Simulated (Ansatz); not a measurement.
Cost and result for the atomization energy of C₂H₇AlSi, SMILES `[CH2]1[AlH][CH2][SiH2]1` (11 atoms, 11 bonds).

| atom | x (Å) | y (Å) | z (Å) |
| --- | --- | --- | --- |
| C1 | 0.273 | -0.646 | 1.221 |
| Al2 | 1.436 | -0.233 | -0.313 |
| C3 | -0.115 | 0.402 | -1.344 |
| Si4 | -1.029 | 0.378 | 0.310 |
| H5 | 0.526 | -0.375 | 2.245 |
| H6 | 0.003 | -1.710 | 1.217 |
| H7 | 3.001 | -0.299 | -0.577 |
| H8 | -0.484 | -0.395 | -2.003 |
| H9 | -0.106 | 1.327 | -1.921 |
| H10 | -1.103 | 1.752 | 0.884 |
| H11 | -2.403 | -0.201 | 0.281 |

Charge 0, multiplicity 1. All single points use the PBE0-D4/def2-TZVP geometry. Program: Ansatz. All runs use 4 threads of a server CPU on a shared host. Times are those of one run each, without the atoms' runs, and a repeat can differ threefold. Electronic energies, without spin–orbit coupling; frozen cores. CCSD(T)/CBS adds CCSD(T) − MP2 in def2-TZVPP to the MP2 limit, and its time is that of the two runs behind it. T1 = 0.011.

CCSD(T)/CBS is a level of theory with its own doubt, some kJ/mol a heavy atom from the limit and from the frozen cores, so smaller differences don't rank the functionals.

| level | functions | wall time |
| --- | --- | --- |
| LDA (SPW92)/def2-TZVPP | 244 | 1.4 s |
| CCSD(T)/def2-SVP | 99 | 2.6 s |
| PBE-D4/def2-TZVPP (with forces) | 244 | 2.6 s |
| PBE0-D4/def2-TZVPP | 244 | 2.9 s |
| BHLYP-D4/def2-TZVPP | 244 | 3.1 s |
| CAM-B3LYP-D4/def2-TZVPP | 244 | 3.5 s |
| r2SCAN-D4/def2-TZVPP (with forces) | 244 | 5.5 s |
| r2SCANh-D4/def2-TZVPP | 244 | 5.5 s |
| B2PLYP/def2-TZVPP | 244 | 5.5 s |
| ωB97M-V/def2-TZVPP (with forces) | 244 | 12 s |
| MP2/def2-QZVPP | 464 | 20 s |
| CCSD(T)/def2-TZVPP | 244 | 5.1 min |
| CCSD(T)/CBS(def2) | – | 5.4 min |

(1) What atomization energy does each give, and how far from CCSD(T)/CBS? (Best estimate.)

Answers

(1) The calculation gave: 
```
                             level  atomization (kJ/mol)  difference from CCSD(T)/CBS  per bond
            LDA (SPW92)/def2-TZVPP                4219.1                        442.2      40.2
                  CCSD(T)/def2-SVP                3566.9                       -210.0     -19.1
   PBE-D4/def2-TZVPP (with forces)                3793.7                         16.8       1.5
                PBE0-D4/def2-TZVPP                3773.2                         -3.7      -0.3
               BHLYP-D4/def2-TZVPP                3707.6                        -69.3      -6.3
           CAM-B3LYP-D4/def2-TZVPP                3780.1                          3.2       0.3
r2SCAN-D4/def2-TZVPP (with forces)                3792.1                         15.2       1.4
             r2SCANh-D4/def2-TZVPP                3780.0                          3.1       0.3
                 B2PLYP/def2-TZVPP                3724.7                        -52.2      -4.7
  ωB97M-V/def2-TZVPP (with forces)                3789.4                         12.5       1.1
                    MP2/def2-QZVPP                3765.7                        -11.2      -1.0
                CCSD(T)/def2-TZVPP                3686.7                        -90.2      -8.2
                 CCSD(T)/CBS(def2)                3776.9                          0.0       0.0
```

From PBE to PBE0 (25 % exact exchange), in def2-TZVPP and without D4, the atomization energy moves by −16.9 kJ/mol: exact exchange takes away binding that semilocal exchange gives to molecules. At CCSD(T), def2-SVP lies −210.0 kJ/mol from the extrapolated value and def2-TZVPP −90.1 kJ/mol: correlation converges slowly with the basis, and small sets miss more of it in the bonded molecule than in its fragments. In def2-TZVPP, CCSD(T) changes the Hartree–Fock value by +829.5 kJ/mol (the triples alone add +44.5 kJ/mol) and MP2 by +855.0 kJ/mol; breaking electron pairs costs correlation energy, which Hartree–Fock lacks.
